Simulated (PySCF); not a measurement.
Molecule: SMILES C=CC[O+](C)[GaH3-], C₄H₁₁GaO.

Structure with atom numbers: `[CH2:1]=[CH:2][CH2:3][O+:4]([CH3:5])[GaH3-:6]`. Each H is labelled by its parent atom. Ha(C1) is cis to C3; Hb(C1) is trans to C3.

Geometry PBE0-D3(BJ)/def2-SVP throughout; GIAO in PySCF, gas phase, one conformer, non-relativistic; equivalent atoms averaged; basis pcSseg-1.

For orientation, mPW1PW91 gives these shifts δ (against TMS, H2O, GaH4- at the same level): C1 130.9, C3 78.6, C5 58.7, O4 18.5, Ga6 281.0, H(C2) 6.45, Hb(C1) 5.68, Ha(C1) 5.60, H(Ga6) 4.71 ppm.

A run gave: C1 135.8, C3 86.3, C5 62.7, O4 35.5, Ga6 373.7, H(C2) 6.65, Hb(C1) 5.75, Ha(C1) 5.71, H(Ga6) 5.42 ppm (shifts δ (against TMS, H2O, GaH4- at the same level)).

Q: Which functional was used in that run?
A. LC-wPBE
B. LDA
C. B3LYP
D. HF
E. WP04

A: B. Ga6 tells them apart best: LDA gives 373.7, B3LYP gives 283.6, LC-wPBE gives 286.0, HF gives 200.0, WP04 gives 225.7 ppm.
